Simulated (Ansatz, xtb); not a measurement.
## Isomers of C5H8N2O in order of energy

5 gas-phase structures of C5H8N2O, from a drawn sample of its isomers (lower ones may exist). Each was relaxed with GFN2-xTB; where two conformers were screened, the lower at r2SCAN-D4/def2-SVP//GFN2-xTB is listed:

A. `[H]/N=C\C1=C(O)NCC1`, a singlet
B. `N/C=C1\CCN=C1O`, a singlet
C. `[H]/N=C\[C@@H]1CCN=C1O`, a singlet
D. `[H]/N=C/[C@@H]1CCNC1=O`, a singlet
E. `N/C=C1/CCN=C1O`, a singlet

Problem. Make a reasoned guess at their ranking by r2SCAN-D4/def2-SVP//GFN2-xTB single-point energy.

Solution. Calculated order at r2SCAN-D4/def2-SVP//GFN2-xTB: D (0.0), B (8.1), E (8.6), C (19.9), A (23.9) kcal/mol. Less than 1 kcal/mol parts B and E, so the order within that pair means little.

Energies above the lowest of each column, in kcal/mol; the last columns are at r2SCAN-D4/def2-SVP geometries and were run for some of them only (a dash: not run or not comparable):

| structure | GFN2-xTB | HF/STO-3G | r2SCAN-D4/def2-SVP//GFN2-xTB | r2SCAN-D4/def2-SVP | CCSD(T)/def2-SVP + ΔMP2/def2-TZVPP |
| --- | --- | --- | --- | --- | --- |
| D | 0.0 | 0.0 | 0.0 | 0.0 | 0.0 |
| B | 4.2 | 6.5 | 8.1 | 8.8 | 9.6 |
| E | 3.6 | 5.8 | 8.6 | 9.1 | 10.6 |
| C | 10.8 | 6.1 | 19.9 | 19.5 | 14.2 |
| A | 17.0 | 19.3 | 23.9 | – | – |

Every level run on D puts it lowest or level with the lowest. Flexible structures stand in one conformer each, not always the lowest. Frequencies (GFN2-xTB) were run for B, C, D, E alone. The ΔMP2 step shifts differences by up to 4.7 kcal/mol, which makes them less sure. ΔMP2 is the change of the MP2 energy from the smaller to the larger basis.

Over these structures GFN2-xTB departs from r2SCAN-D4/def2-SVP//GFN2-xTB by 2.4 kcal/mol on average once a common shift is removed. A GFN2-xTB relaxation took about 0.17 s and the r2SCAN-D4/def2-SVP//GFN2-xTB energy about 3.6 s on a shared host (Ansatz 0.2.0, xtb 6.7.1).
